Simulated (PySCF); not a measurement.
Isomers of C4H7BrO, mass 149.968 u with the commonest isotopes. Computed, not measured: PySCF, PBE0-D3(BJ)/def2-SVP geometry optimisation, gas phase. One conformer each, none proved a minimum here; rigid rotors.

Task: Order these by out-of-plane moment Σ m c² = (Ia + Ib − Ic)/2, largest first.
A. `[CH3:1][O:2][C@@H:3]1[CH2:4][C@H:5]1[Br:6]` with C1–O2–C3–C4 155°
B. `[CH3:1][O:2][C@@H:3]1[CH2:4][C@@H:5]1[Br:6]` with C1–O2–C3–C4 157°
C. `[CH3:1][O:2][CH2:3]/[CH:4]=[CH:5]/[Br:6]` with C1–O2–C3–C4 180°, O2–C3–C4–C5 0°
D. `[CH3:1][CH2:2][CH2:3][C:4](=[O:5])[Br:6]` with C1–C2–C3–C4 70°, C2–C3–C4–O5 5° (butanoyl bromide)
E. `[CH3:1][C:2](=[O:3])[CH2:4][CH2:5][Br:6]` with C1–C2–C4–C5 180°, C2–C4–C5–Br6 180°

Result: D (22.73 u·Å²), B (19.30 u·Å²), A (12.99 u·Å²), E (4.72 u·Å²), C (3.20 u·Å²).

Task: Order these by dipole moment, smallest first.
A. `[CH3:1][O:2][C@@H:3]1[CH2:4][C@H:5]1[Br:6]` with C1–O2–C3–C4 155°
B. `[CH3:1][O:2][C@@H:3]1[CH2:4][C@@H:5]1[Br:6]` with C1–O2–C3–C4 157°
C. `[CH3:1][O:2][CH2:3]/[CH:4]=[CH:5]/[Br:6]` with C1–O2–C3–C4 180°, O2–C3–C4–C5 0°
D. `[CH3:1][C:2](=[O:3])[CH2:4][CH2:5][Br:6]` with C1–C2–C4–C5 180°, C2–C4–C5–Br6 180°

Result: A (1.15 D), B (1.96 D), D (2.63 D), C (2.91 D).

Task: Order these by rotational constant A, largest first.
A. `[CH3:1][CH2:2][CH2:3][C:4](=[O:5])[Br:6]` with C1–C2–C3–C4 70°, C2–C3–C4–O5 5° (butanoyl bromide)
B. `[CH3:1][O:2][CH2:3]/[CH:4]=[CH:5]/[Br:6]` with C1–O2–C3–C4 180°, O2–C3–C4–C5 0°
C. `[CH3:1][O:2][C@@H:3]1[CH2:4][C@@H:5]1[Br:6]` with C1–O2–C3–C4 157°
D. `[CH3:1][C:2](=[O:3])[CH2:4][CH2:5][Br:6]` with C1–C2–C4–C5 180°, C2–C4–C5–Br6 180°
E. `[CH3:1][O:2][C@@H:3]1[CH2:4][C@H:5]1[Br:6]` with C1–O2–C3–C4 155°

Result: B (11837 MHz), D (8423 MHz), A (6223 MHz), E (5412 MHz), C (3704 MHz).

```tsv
SMILES	point group	Ia (u·Å²)	Ib (u·Å²)	Ic (u·Å²)	κ	μa (D)	μb (D)	μc (D)
CC(=O)CCBr	Cs	60.00	657.97	708.53	-0.99	1.48	2.17	0.01
COC/C=C/Br	Cs	42.70	741.60	777.89	-0.99	2.74	0.97	0.02
CO[C@@H]1C[C@@H]1Br	C1	136.46	311.66	409.53	-0.69	1.19	0.60	1.43
CCCC(=O)Br	C1	81.21	516.11	551.85	-0.98	1.93	2.06	0.26
CO[C@@H]1C[C@H]1Br	C1	93.39	462.89	530.30	-0.94	1.08	0.39	0.04
```
